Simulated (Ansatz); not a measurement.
`FC(F)(F)c1ccc(-c2ccc(-c3ccc(C(F)(F)F)s3)s2)s1` with charge -1. The state is a doublet with charge -1. Geometry PBE-D4/def2-SVP, that of the neutral singlet; atoms count from 1.

```
atom   x (Å)   y (Å)   z (Å)
  F1   7.254  -1.187  -0.384
  C2   6.495  -0.258  -1.007
  F3   6.987   0.964  -0.683
  F4   6.674  -0.404  -2.343
  C5   5.058  -0.405  -0.614
  C6   4.519  -1.327   0.267
  C7   3.116  -1.181   0.419
  C8   2.584  -0.143  -0.347
  C9   1.216   0.308  -0.447
 C10   0.690   1.383  -1.166
 C11  -0.709   1.526  -1.025
 C12  -1.284   0.564  -0.193
 C13  -2.675   0.424   0.175
 C14  -3.722   1.313  -0.072
 C15  -4.969   0.862   0.432
 C16  -4.876  -0.367   1.064
 C17  -5.985  -1.147   1.699
 F18  -7.130  -0.429   1.697
 F19  -6.229  -2.311   1.045
 F20  -5.701  -1.478   2.983
 S21  -3.253  -0.986   1.035
 S22  -0.058  -0.525   0.418
 S23   3.843   0.652  -1.268
 H24   5.130  -2.079   0.782
 H25   2.500  -1.810   1.076
 H26   1.314   2.049  -1.779
 H27  -1.299   2.306  -1.524
 H28  -3.579   2.271  -0.589
 H29  -5.914   1.413   0.348
```

Single mean-field runs in def2-TZVP are fitted with def2-universal-jkfit.

Estimate the Mulliken populations from the PBE0/def2-TZVP orbitals of Ansatz.


```tsv
atom	charge (e)	spin (α − β)
F1	-0.18	0.00
C2	0.42	0.00
F3	-0.18	0.00
F4	-0.18	0.00
C5	-0.11	0.15
C6	-0.13	-0.06
C7	-0.28	0.14
C8	0.02	0.01
C9	0.10	0.11
C10	-0.19	0.03
C11	-0.24	0.02
C12	0.15	0.12
C13	0.06	0.01
C14	-0.31	0.13
C15	-0.12	-0.05
C16	-0.12	0.16
C17	0.42	0.00
F18	-0.18	0.00
F19	-0.18	0.00
F20	-0.18	0.00
S21	-0.04	0.07
S22	-0.09	0.09
S23	-0.06	0.07
H24	0.11	0.00
H25	0.11	-0.01
H26	0.10	0.00
H27	0.08	0.00
H28	0.09	-0.01
H29	0.10	0.00
```
Mulliken values depend strongly on the basis.

Where does the spin sit?

Summed by element: F 0.01, C 0.77, S 0.23, H -0.01, of 1 unpaired in all. Largest on single atoms: C16 0.16, C5 0.15, C7 0.14.

And the Mayer bond orders between heavy atoms (over 0.3)?

F1–C2 1.13 (1.35 Å); C2–F3 1.15 (1.36 Å); C2–F4 1.15 (1.36 Å); C2–C5 1.05 (1.50 Å); C5–C6 1.49 (1.38 Å); C5–S23 1.19 (1.74 Å); C6–C7 1.35 (1.42 Å); C7–C8 1.36 (1.40 Å); C8–C9 1.09 (1.44 Å); C8–S23 1.24 (1.75 Å); C9–C10 1.30 (1.40 Å); C9–S22 1.21 (1.75 Å); C10–C11 1.42 (1.41 Å); C11–C12 1.38 (1.40 Å); C12–C13 1.04 (1.45 Å); C12–S22 1.20 (1.75 Å); C13–C14 1.43 (1.40 Å); C13–S21 1.24 (1.75 Å); C14–C15 1.36 (1.42 Å); C15–C16 1.48 (1.38 Å); C16–C17 1.06 (1.50 Å); C16–S21 1.19 (1.74 Å); C17–F18 1.13 (1.35 Å); C17–F19 1.15 (1.36 Å); C17–F20 1.15 (1.36 Å).
